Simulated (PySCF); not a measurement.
# Sc(OH)3 at several levels of theory

All levels use the PBE0 minimum (singlet; O–H 0.957 Å (×3), Sc–O 1.866 Å (×3); H–O–Sc 152.4° (×3), O–Sc–O 120.0° (×3)), basis [Sc def2-SVP, O def2-SVP, H def2-SVP], no relativity, density fitting, no spin–orbit coupling, PySCF. For vertical energies the ionised species is a doublet (spins chosen at PBE0 and kept). Atomisation goes to high-spin ground-configuration atoms, without zero-point energy. Open shells are unrestricted, also as the reference of the correlated levels. A dash marks a value that was not computed or is not defined at that level.

Z-matrix (Å, degrees; charge 0 multiplicity 1):
```
Sc
O  1 1.8664
O  1 1.8664 2 120.00
O  1 1.8664 2 120.00 3 180.00
H  2 0.9572 1 152.40 3 180.00
H  3 0.9572 1 152.40 2 0.00
H  4 0.9572 1 152.40 2 180.00
```

| level | atomisation (kJ/mol) | vertical IP (eV) | −ε(HOMO) (eV) | gap (eV) |
| --- | --- | --- | --- | --- |
| PBE0 | ? | ? | ? | ? |
| HF | 1919 | 10.75 | 12.31 | 13.35 |
| MP2 | – | 10.63 | – | – |
| PBE | 2939 | 9.38 | 6.01 | 4.24 |
| B3LYP | 2823 | 9.95 | 7.46 | 6.11 |
| r2SCAN | – | ? | ? | ? |
| TPSSh | 2814 | 9.67 | 6.83 | 5.57 |
| BHandHLYP | 2650 | 10.54 | 9.48 | 9.01 |
| revPBE | – | 9.31 | 5.95 | 4.29 |

(1) Fill in the row of r2SCAN.

(2) Fill in the row of PBE0.

Answers

(1) vertical IP (eV) 9.67, −ε(HOMO) (eV) 6.45, gap (eV) 5.00.

(2) atomisation (kJ/mol) 2803, vertical IP (eV) 10.06, −ε(HOMO) (eV) 7.80, gap (eV) 6.81.

Spin contamination in at least one species weakens the values at: HF, MP2.
